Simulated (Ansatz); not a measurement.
# SiH3I (SMILES [SiH3]I): the energy, rung by rung

SiH3I: 5 atoms, total charge 0, spin state singlet. As SMILES, `[SiH3]I`. Geometry: relaxed at PBE0-D4/def2-TZVP.

```xyz
5

Si   -0.1656    0.0693   -0.0773
I     1.9077   -0.9233    0.7378
H    -1.1444    0.0890    1.0339
H    -0.6713   -0.7557   -1.1984
H     0.1235    1.4470   -0.5373
```

Quantity: the energy change with the Si1–H5 bond stretched from 1.481 to 2.962 Å, in eV. The values are calculated.

```csv
level,kind,program,value (eV),less FCI/STO-3G,CPU time (all runs)
HF/STO-3G (restricted),Hartree–Fock,Ansatz,7.99,+3.42,1.4 s
SVWN5/STO-3G (restricted),LDA,Ansatz,5.71,+1.14,2.9 s
PBE/STO-3G (restricted),GGA,Ansatz,5.48,+0.91,4.4 s
r2SCAN/STO-3G (restricted),meta-GGA,Ansatz,5.85,+1.28,11 s
B3LYP/STO-3G (restricted),global hybrid,Ansatz,5.95,+1.38,4.3 s
CAM-B3LYP/STO-3G (restricted),range-separated hybrid,Ansatz,6.54,+1.97,4.8 s
B2PLYP/STO-3G (restricted),double hybrid,Ansatz,5.99,+1.42,5.8 s
RPA@PBE/STO-3G (restricted),RPA,Ansatz,5.34,+0.77,6.4 s
CCSD/STO-3G (restricted),coupled cluster or CI,Ansatz,4.69,+0.12,1.2 s
FCI/STO-3G,exact in the basis,Ansatz,4.57,0.00,24 s
```

FCI/STO-3G is exact within its basis and frozen core, so for wave-function methods in that basis the difference is their error; functionals converge differently with the basis, so for them it is only a difference. A spin-restricted reference rises too steeply as a bond breaks; here HF/STO-3G, SVWN5/STO-3G, PBE/STO-3G, r2SCAN/STO-3G, B3LYP/STO-3G, CAM-B3LYP/STO-3G, B2PLYP/STO-3G, RPA@PBE/STO-3G lie well above the multireference or unrestricted value. All-electron rows without a relativistic Hamiltonian named are non-relativistic. The first shape isn't each level's own minimum. The values span 4.57 to 7.99 eV. All rows use very small basis sets, so none should be taken for the real molecule's value. In the correlated wave-function rows the outer d shell of I is correlated, in sets not made for it. Times are those of the runs behind each value, whatever else they computed, on shared processors of several kinds: orders of magnitude only.
